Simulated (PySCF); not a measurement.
## Static response to an electric field

C₆H₃Cl₃.
Geometry (GFN2-xTB, Å), atoms numbered from 1 in this order:
```xyz
12
C6H3Cl3 angstrom
C     -3.3719    0.2619    0.3548
C     -1.9391    0.1516    0.3464
C     -0.7344    0.0583    0.3407
C      0.6142   -0.0469    0.3351
C      1.8205   -0.1422    0.3317
C      3.2385   -0.2521    0.3244
Cl     3.9348    0.6680   -1.0474
Cl     3.7375   -1.9662    0.1642
Cl     3.9296    0.3960    1.8459
H     -3.6646    1.3115    0.3292
H     -3.7746   -0.1966    1.2580
H     -3.7892   -0.2440   -0.5159
```

Level: PBE0/def2-SVPD (PySCF), static field, nuclei fixed, core orbitals frozen in the response. The polarisability tensor in these axes (au):

```
x   210.85  -9.28  -0.51
y    -9.28  92.43   0.04
z    -0.51   0.04  91.71
```

Problem. What are the eigenvalues, a third of the trace, and Δα (Δα² = ½Σ(αi − αj)² over the three pairs)?

Solution. Principal values 91.71, 91.71 and 211.57 au; mean 131.66 au = 19.51 Å³ = 21.71 × 10⁻⁴⁰ C²·m²/J; Δα = 119.86 au (91 % of the mean).

Problem. What is the dipole moment, and where does it point?

Solution. (-4.18, 0.32, 0.02) D, 4.19 D in size, pointing from the negative to the positive side. Measured along this direction, the outermost atoms are Cl9, Cl8 and Cl7 at the negative end and H10, H12 and H11 at the positive end.

Problem. What molar refraction does this α imply?

Solution. Lorentz–Lorenz: R = (4π/3)N_A α = 2.5225 cm³/(mol·Å³) × 19.51 Å³ = 49.2 cm³/mol, in the limit of long wavelengths.

Problem. Rayleigh depolarisation ratio (linearly polarised light, static tensor)?

Solution. ρ = 3Δα²/(45ᾱ² + 4Δα²) = 43102.1/(780092 + 57469.5) = 0.0515.

Problem. Find the Langevin capture rate constant for O2+ (31.990 u) meeting this molecule (179.930 u), k = 2.342 × 10⁻⁹ cm³/s × √(α in Å³ / reduced mass in u).

Solution. The reduced mass is 27.16 u, so k = 1.98 × 10⁻⁹ cm³/s. The formula leaves out the permanent dipole, which adds to the capture rate.

Problem. Orientational against electronic polarisability at 298 K (dilute gas, rigid molecules)?

Solution. In Gaussian units μ²/3kT = 142.42 Å³ against 19.51 Å³, a ratio of 7.30; the Debye molar polarisation (4π/3)N_A(α + μ²/3kT) is 408.5 cm³/mol, leaving out the vibrational part.

Problem. Refractivity n − 1 of an ideal gas of it at 500 K and 1 atm, from the electronic α?

Solution. N = p/kT = 1.4678 × 10¹⁹ cm⁻³, so n − 1 = 2π × N × 19.51 × 10⁻²⁴ cm³ = 1799 × 10⁻⁶ at long wavelengths.

Geometry: GFN2-xTB; no solvent, vibrations or thermal averaging.
